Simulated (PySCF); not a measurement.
Zn(NH2)(SMe) (CH5NSZn), SMILES C[S][Zn][NH2]. Atoms are numbered in the order given.

```xyz
9

Zn     0.0670     0.6777     0.0000
N     -0.2244     2.4865     0.0000
H     -0.7353     2.8353     0.8217
H     -0.7353     2.8353    -0.8217
S      0.6740    -1.4137     0.0000
C     -0.9737    -2.2425     0.0000
H     -1.5657    -2.0011     0.9041
H     -0.7775    -3.3324     0.0000
H     -1.5657    -2.0011    -0.9041
```

Geometry: PBE-D3(BJ)/def2-SVP. The structure was generated by enumeration; whether it is a known compound was not checked. The values are those of a single conformer.

The numbers are results of PBE-D3(BJ)/def2-SVP in PySCF, not measurements.

Frequencies are harmonic and unscaled.

```
mode  ν (cm⁻¹)  IR (km/mol)  moving atoms (share of kinetic energy)
----  --------  -----------  --------------------------------------
1           88          1.5         N 36 %, C 25 %, H 21 %, Zn 17 %
2           99          6.1                 H 48 %, N 28 %, Zn 20 %
3          114         22.4                           H 83 %, N 9 %
4          144          2.9                 H 72 %, S 13 %, Zn 12 %
5          186          3.6  Zn 31 %, C 27 %, S 19 %, H 15 %, N 9 %
6          366          5.7                 S 65 %, N 16 %, Zn 15 %
7          455        157.3                          H 71 %, N 21 %
8          660         38.1                 N 56 %, Zn 24 %, H 19 %
9          690          4.1                   C 59 %, S 31 %, H 9 %
10         739         13.8                          H 89 %, N 10 %
11         916          5.2                          H 84 %, C 14 %
12         935          7.1                          H 82 %, C 16 %
13        1283         14.5                          H 87 %, C 13 %
14        1406          7.2                                  H 95 %
15        1406          8.5                                  H 95 %
16        1490          6.9                           H 91 %, N 9 %
17        2976         31.5                                  H 98 %
18        3078          8.0                          H 90 %, C 10 %
19        3082          2.8                          H 90 %, C 10 %
20        3422          2.8                                  H 96 %
21        3512          4.1                           H 92 %, N 8 %
```
